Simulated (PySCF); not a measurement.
**Two-dimensional NMR puzzle**

Compound of formula C4H11B2NSi2. Correlations simulated from computed shifts and the bond graph:

HSQC (one-bond C–H):
```csv
δH,δC
7.58,161.1
7.45,162.7
```

COSY cross peaks (H two or three bonds apart, from the bond graph; peaks can be absent where the dihedral angle is near 90°):
```csv
δH,δH
7.58,7.45
7.58,6.25
```

HMBC (two and three bonds, from the bond graph):
```csv
δH,δC
7.58,"162.7, 161.1"
7.45,"162.7, 161.1"
6.25,"162.7, 161.1"
```

PySCF 2.14 calculation with NMR shieldings at PBE0/pcSseg-1/GIAO and structure optimised with PBE0-D3(BJ)/def2-SVP; no solvent model, single conformer, non-relativistic, rapidly exchanging positions averaged.

Scale: TMS for 1H and 13C (reference shieldings calculated alike).

Exchangeable hydrogens are left out of these lists.

Assemble the structure.

Results:

SMILES [SiH3]N([SiH3])B1C=CBC=C1.

Mapped SMILES: `[SiH3:1][N:2]([SiH3:3])[B:4]1[CH:5]=[CH:6][BH:7][CH:8]=[CH:9]1`; H(Xn) means a hydrogen on atom n.

δC 162.7 is C5/C9, an alkene CH (δH 7.45). δC 161.1 is C6/C8, an alkene CH (δH 7.58). COSY links 7.58–7.45, 7.58–6.25.

This is the structure that produced the data.

Hydrogens on boron are broadened and split by 11B (spin 3/2, 80 %) and 10B (spin 3). A carbon bonded to boron is broadened by the quadrupolar boron nucleus and is often missing from a measured spectrum. Shifts are as computed. Against solution values, carbons near 30 ppm lie about +2 ppm off and those near 130 ppm about +5 ppm. Of 1309 compounds with measured shifts, 239 miss one by over three times the rms of a fit or turn the order of signals round; such compounds aren't used in these exercises.
